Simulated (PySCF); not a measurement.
Species: CH9ClSi3.
Numbering: `[CH3:1][SiH2:2][Si@H:3]([SiH3:4])[Cl:5]`

The computed photoelectron lines, unassigned: C 1s: 290.51 eV; Si 1s: 1846.16 (area 1), 1846.32 (area 1), 1846.78 (area 1) eV; Si 2p3/2: 106.45 (area 1), 106.63 (area 1), 107.02 (area 1) eV; Cl 1s: 2828.11 eV; Cl 2p3/2: 205.52 eV.

Method: PySCF, delta-SCF UKS SCAN, pcX-2 on the ionised atom, pcseg-1 elsewhere, spin-free X2C. Isolated species at its PBE0-D3(BJ)/def2-SVP geometry (one conformer only).

Q: Assign the Si 1s lines to atoms.

A: 1846.16 eV: Si2 (SiH2 silicon); 1846.32 eV: Si4 (SiH3 silicon); 1846.78 eV: Si3 (chlorine-bound silicon). Lowest listed Si 1s: Si2, bonded to C, 2 H and Si. Highest, 0.62 eV above it: Si3, bonded to Cl, H and 2 Si.

Q: Assign the Si 2p3/2 lines to atoms.

A: 106.45 eV: Si2 (SiH2 silicon); 106.63 eV: Si4 (SiH3 silicon); 107.02 eV: Si3 (chlorine-bound silicon). Lowest listed Si 2p3/2: Si2, bonded to C, 2 H and Si. Highest, 0.57 eV above it: Si3, bonded to Cl, H and 2 Si. The widest gap between neighbouring values is 0.39 eV, between 106.63 and 107.02 eV. Summing the Pauling electronegativity differences to the bonded atoms, each weighted by its formal bond order, gives +1.25 for the lowest site and +1.56 for the highest; no listed site has a larger sum than the highest. The smallest sum, +0.90, belongs to Si4, 0.18 eV above the lowest.

Bonded neighbours of each site: C1: 3 H and Si; Si2: C, 2 H and Si; Si3: Cl, H and 2 Si; Si4: 3 H and Si; Cl5: Si.

Q: Which photon energy gives electrons from Si 1s of Si4 a kinetic energy of 20 eV, and what is their de Broglie wavelength?

A: hν = 1846.32 + 20 = 1866.32 eV, recoil neglected; λ = 12.264 Å/√(E/eV) = 2.74 Å.

Spin–orbit and ligand-field terms were added within each 2p shell after the spin-free SCF. 2p1/2 minus 2p3/2 (ligand field included): Si 0.62 eV, Cl 1.65 eV.

The run took 55 s on one thread, Arm Neoverse V1 (aarch64) (shared host), and the process peaked at 0.65 GiB of memory.

Shape of the structure used: `[CH3:1][SiH2:2][Si@H:3]([SiH3:4])[Cl:5]`: C1–Si2–Si3–Si4 -59°.
